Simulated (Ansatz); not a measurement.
Calculated with Ansatz (gas phase, PBE0-D4/def2-TZVP geometries, no zero-point term in ΔE). CCSD(T)/CBS is the MP2 limit (def2-TZVPP, def2-QZVPP) plus CCSD(T) − MP2 in def2-TZVPP, frozen cores. This one scheme is used for every species. Functionals use def2-TZVPP. HSE06 is defined as in plane-wave codes. def2 core potentials past Kr. For Sn outer-core shells are correlated without core-valence functions, which leaves a few kJ/mol of doubt a bond. One conformer a species, not always the lowest.

`O=C=[N][SnH]([F])[F]` + CH₃SH → `C[S][SnH]([F])[F]` + `N=C=O`  (ligand exchange at the Sn–N bond)

(1) Is it downhill or uphill in electronic energy at CCSD(T)/CBS, and by how much? (An estimate is asked.)

(2) What do these levels give: PBE0-D4, HSE06-D4, ωB97X-V, B2PLYP, CCSD(T)/def2-SVP, CCSD/CBS(def2)? (Estimate.)

(3) What do rigid-rotor, harmonic-oscillator terms from PBE0-D4/def2-TZVP frequencies (298.15 K, 1 bar) make of the CCSD(T)/CBS value? (Best estimate.)

Largest T1 diagnostic among the species: 0.018.

Results:

(1) Ansatz gave: Downhill: ΔE = -22.4 kJ/mol.

(2) Computed: PBE0-D4 -30.4, HSE06-D4 -30.5, ωB97X-V -20.1, B2PLYP -20.7, CCSD(T)/def2-SVP -16.2, CCSD/CBS(def2) -19.5 kJ/mol.

(3) The calculation gave: ΔZPE = +2.7 kJ/mol, ΔH = -18.9 kJ/mol, ΔS = -9 J/(mol·K), ΔG = -16.2 kJ/mol. Modes under 50 cm⁻¹ make the entropy rough.

In def2-TZVPP, CCSD(T) changes the Hartree–Fock value by −14.7 kJ/mol (the triples alone add −2.9 kJ/mol) and MP2 by −17.0 kJ/mol. From PBE to PBE0 (25 % exact exchange), in def2-TZVPP and without D4, ΔE moves by +6.3 kJ/mol. Leaving LDA and LC-ωPBE aside and taking each functional with its dispersion term where it has one, the values, not all of them listed here, spread over 16.9 kJ/mol, from PBE-D4 to ωB97X-V. LDA lies −4.9 kJ/mol from PBE without D4.
